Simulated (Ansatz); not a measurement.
Reaction (ligand exchange at the Si–O bond): `OC(O)(F)O[SiH3]` + `C[S][Mg][OH]` → `C[S][Mg][O][SiH3]` + `OC(O)(O)F`

Computed with Ansatz on PBE0-D4/def2-TZVP structures; ΔE is electronic, products minus reactants. CCSD(T)/CBS adds triple-zeta CCSD(T) − MP2 to the extrapolated MP2 energy (def2 sets, frozen cores). Functionals use def2-TZVPP. B3LYP here is the variant with VWN-RPA as its local correlation; programs differ in this. For Mg outer-core shells are correlated without core-valence functions, which leaves a few kJ/mol of doubt a bond. Each species was taken in one conformer, which may not be the lowest.

| level | ΔE (kJ/mol) |
| --- | --- |
| PBE0-D4 | -36.1 |
| ωB97X-V | -32.9 |
| PBE0 | -38.5 |
| B3LYP | -37.1 |
| HF/def2-TZVPP | -41.6 |
| MP2/def2-TZVPP | -36.1 |
| CCSD(T)/def2-TZVPP | -37.7 |
| MP2/def2-QZVPP | -36.0 |

Problem. What does CCSD(T)/CBS give? (Best estimate.)

Solution. The calculation gave: -37.2 kJ/mol. The listed levels differ from it by 1.1, 4.3, -1.3, 0.1, -4.4, 1.1, -0.5, 1.2 kJ/mol.

Largest T1 diagnostic among the species: 0.012.

The D4 term adds +4.3 kJ/mol with B3LYP and +2.4 kJ/mol with PBE0; it sums over pairs of atoms, weighted by their polarisabilities, and B3LYP, whose exchange is more repulsive, gets the larger term. In def2-TZVPP, CCSD(T) changes the Hartree–Fock value by +3.9 kJ/mol (the triples alone add +0.3 kJ/mol) and MP2 by +5.5 kJ/mol.
